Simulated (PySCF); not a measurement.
**Br₂⁻ at UHF-SCS-MP2**

Computed with UHF-SCS-MP2; basis Br def2-TZVPPD; no relativity; PySCF 2.14.

| Property | Result |
| --- | --- |
| state | doublet, unpaired electrons σ ↑ |
| bond length | 5.374 bohr |
| harmonic wavenumber | 161 cm⁻¹ |
| force constant | 0.605 mdyn/Å |
| rotational constant Be | 0.05282 cm⁻¹ |
| anharmonicity ωexe | 0.706 cm⁻¹ |
| vibration–rotation constant αe | 0.000268 cm⁻¹ |
| well depth De to Br + Br⁻ | 26.4 kcal/mol |
| dissociation energy D0 | 26.2 kcal/mol |

Correlated steps freeze 18 core orbitals. Spin–orbit coupling is left out. The state is the lowest determinant that a PBE0 search found; another state may lie lower at other levels.
